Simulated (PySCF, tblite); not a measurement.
Isomers of C6H4NO3 (doublet state), one GFN2-xTB conformer each. Single-point energies are computed at B3LYP/pcH-1 (PySCF, gas phase, no added dispersion term), electronic only. GFN2-xTB treats the open shell by occupation alone, and not every SCF solution was tested for stability.

Question: Rank them by B3LYP/pcH-1 energy, lowest first (kcal/mol).
A. `[H]/[C:1]=[C:2]1[C:3]([NH:4][CH:5]=[O:6])=[C:7]\1[O:8][CH:9]=[O:10]` (doublet state) with C2–C3–N4–C5 0°, C3–N4–C5–O6 0°, C3–C7–O8–C9 0°, C7–O8–C9–O10 0°
B. `[CH2:1]=[C:2]1[C:3]([NH:4][CH:5]=[O:6])=[C:7]1[O:8][C:9]=[O:10]` (doublet state) with C2–C3–N4–C5 -1°, C3–N4–C5–O6 0°, C3–C7–O8–C9 0°, C7–O8–C9–O10 0°
C. `[CH2:1]=[C:2]1[C:3]([NH:4][C:5]=[O:6])=[C:7]1[O:8][CH:9]=[O:10]` (doublet state) with C2–C3–N4–C5 0°, C3–N4–C5–O6 0°, C3–C7–O8–C9 0°, C7–O8–C9–O10 0°

Answer: C (0.0), B (7.7), A (18.5).

GFN2-xTB itself gives, in the same order: 0.0, 3.4, 12.6. Both levels put the same isomer lowest; measured from each level's own lowest isomer, the values differ by up to 5.9 kcal/mol ([H]/[C]=C1C(NC=O)=C\1OC=O: 12.6 against 18.5).

Q: What happens when harmonic zero-point energies from GFN2-xTB frequencies are added?

A: 
```
                   SMILES  ZPE (kcal/mol)  electronic (kcal/mol)  with ZPE (kcal/mol)
     C=C1C(N[C]=O)=C1OC=O            54.8                    0.0                  0.0
     C=C1C(NC=O)=C1O[C]=O            54.6                    7.7                  7.5
[H]/[C]=C1C(NC=O)=C\1OC=O            53.2                   18.5                 16.9
```

The zero-point energies span 1.6 kcal/mol. The order is unchanged.
